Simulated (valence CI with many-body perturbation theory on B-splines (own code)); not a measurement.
## Sensitivity of CI+MBPT for Sb36+

Computed by configuration interaction combined with many-body perturbation theory (CI+MBPT): five valence electrons over a frozen Dirac-Fock core [Ne], radial functions for each j: 6 s, 6 p, 5 d, 3 f, 1 g, with the one-electron correlation potential Σ1, the two-electron term Σ2, the three-electron term Σ3, Breit, model QED; selected CI, second order for the rest, scaled by the run's own slope (own B-spline code, finite nucleus).

The last digits are not significant, and no measured levels were compared; by estimate large intervals hold to a few tenths of a per cent, small ones and those within an open d or f shell to about a per cent. Among the levels kept, up to 1200 cm⁻¹ of a level comes from second order outside the variational space, and about a tenth of that is noise between levels of different J, which matters for small intervals.

The reference run has the lowest level (3s^2 3p1/2^2 3p3/2) J=3/2 and an ionisation energy of 2429.82 eV. Its largest variational space holds 10001 state functions.

Levels are named by their leading jj configuration (3d3/2^4 stands for four electrons in 3d with j = 3/2), which in mixed levels can hold well under half, so a name can repeat and another be missing. Letters in brackets count levels of one name in rising energy.

Changed runs:
A. core polarisation of operators on → off
B. selection threshold (hartree) 2e-08 → 2e-07; scale of Σ2 1 → 0
C. size limit of the variational space 10000 → 1500; second order for the rest on → off
D. start configuration 3s2 3p3 → 3s5 (bad on purpose)

Excitation energies of the reference run in cm⁻¹, and shifts in cm⁻¹:

```csv
Level,Reference,A,B,C
(3s^2 3p1/2 3p3/2^2) J=3/2,428017,0,-629,-124
(3s^2 3p1/2 3p3/2^2) J=5/2,489063,0,-370,+318
(3s^2 3p1/2 3p3/2^2) J=1/2,564163,0,-47,-661
(3s^2 3p3/2^3) J=3/2,999523,0,-757,+36
(3s^2 3p1/2^2 3d3/2) J=3/2,1129270,0,+1547,+3089
(3s 3p1/2^2 3p3/2^2) J=5/2,1176520,0,-304,+2887
(3s^2 3p1/2^2 3d5/2) J=5/2,1335850,0,+2572,+3798
(3s 3p1/2^2 3p3/2^2) J=1/2,1363780,0,+618,+784
(3s 3p1/2^2 3p3/2^2) J=3/2,1377190,0,+1300,+3185
(3s^2 3p1/2 3p3/2 3d3/2) J=5/2 [a],1559870,0,+1208,+3259
(3s^2 3p1/2 3p3/2 3d3/2) J=3/2 [a],1562100,0,+1145,+2834
(3s^2 3p1/2 3p3/2 3d3/2) J=1/2 [a],1568940,0,+1162,+1777
Ionisation energy (eV),2429.82,0,-0.014,-0.32
```

No effect on these energies: A.

Run D: It gave no result: a shell was given more electrons than it holds. The program said: "a valence shell holds more than 4l+2 electrons".
